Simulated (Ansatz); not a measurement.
A nudged elastic band was laid between two geometries of CH$_{4}$NSb (7 atoms, charge 0, multiplicity 1).

The calculation used RKS B3LYP/def2-TZVP (Ansatz 0.2.0).

* movable images: 7
* climbing image: yes
* spring: 5.0 eV/Å²
* optimiser: fire
* start path: through a guess of the saddle point
* force threshold: 0.05 eV/Å
* iteration limit: 60
* end points: relaxed
* largest step: 0.02 Å

First end point:

```xyz
7
Properties=species:S:1:pos:R:3
N -1.281 -1.059 -0.120
C -0.539 -0.216 -0.693
Sb 1.471 0.491 -0.103
H -0.890 -1.409 0.757
H -0.897 0.201 -1.640
H 1.253 -0.061 1.507
H 0.883 2.053 0.291
```

Last end point:

```xyz
7
Properties=species:S:1:pos:R:3
N -1.039 -1.266 -0.310
C -0.700 -0.079 -0.566
Sb 0.503 1.315 0.658
H -0.651 -1.615 0.568
H -1.081 0.360 -1.494
H 1.152 0.026 1.587
H 1.816 1.259 -0.444
```

Which bonds break or form, and what moves?

No bond is made or broken. The height of Sb3 over the plane of its neighbours goes from -1.03 to 1.03 Å. The two ends are copies of one structure, up to a mirror image or an exchange of like atoms.

What energy profile does the band end with?

The run converged. The highest image is number 4 of 0 to 8, 1.76 eV above the ends, which have the same energy within 2 meV. The order of the stationary point at the top wasn't checked.

```json
{"image": "0", "path coordinate (Å)": "0.00", "energy (eV)": "0.00", "height of Sb3 over the plane of its neighbours (Å)": "-1.03"}
{"image": "1", "path coordinate (Å)": "0.40", "energy (eV)": "0.02", "height of Sb3 over the plane of its neighbours (Å)": "-0.98"}
{"image": "2", "path coordinate (Å)": "0.79", "energy (eV)": "0.26", "height of Sb3 over the plane of its neighbours (Å)": "-0.78"}
{"image": "3", "path coordinate (Å)": "1.17", "energy (eV)": "1.01", "height of Sb3 over the plane of its neighbours (Å)": "-0.42"}
{"image": "4", "path coordinate (Å)": "1.55", "energy (eV)": "1.76", "height of Sb3 over the plane of its neighbours (Å)": "0.01"}
{"image": "5", "path coordinate (Å)": "2.08", "energy (eV)": "0.59", "height of Sb3 over the plane of its neighbours (Å)": "0.60"}
{"image": "6", "path coordinate (Å)": "2.62", "energy (eV)": "0.03", "height of Sb3 over the plane of its neighbours (Å)": "0.97"}
{"image": "7", "path coordinate (Å)": "3.15", "energy (eV)": "0.01", "height of Sb3 over the plane of its neighbours (Å)": "1.02"}
{"image": "8", "path coordinate (Å)": "3.68", "energy (eV)": "0.00", "height of Sb3 over the plane of its neighbours (Å)": "1.03"}
```

What is the geometry of the highest image?


```xyz
7
Properties=species:S:1:pos:R:3:forces:R:3
N -1.359 -1.269 -0.243 0.00 -0.01 0.00
C -0.743 -0.242 -0.615 0.00 0.01 0.01
Sb 0.921 0.728 0.312 0.00 -0.01 0.00
H -1.056 -1.687 0.634 0.01 -0.03 -0.03
H -1.021 0.275 -1.532 -0.01 0.02 0.03
H 1.745 -0.034 1.544 -0.01 0.02 0.03
H 1.514 2.228 -0.100 0.01 -0.02 -0.04
```

The band took 59 iterations and roughly 24 core-minutes.

Time of the run: 13 min on 2 threads of Intel(R) Xeon(R) Platinum 8488C (Sapphire Rapids) (shared host), peak memory 0.3 GiB.
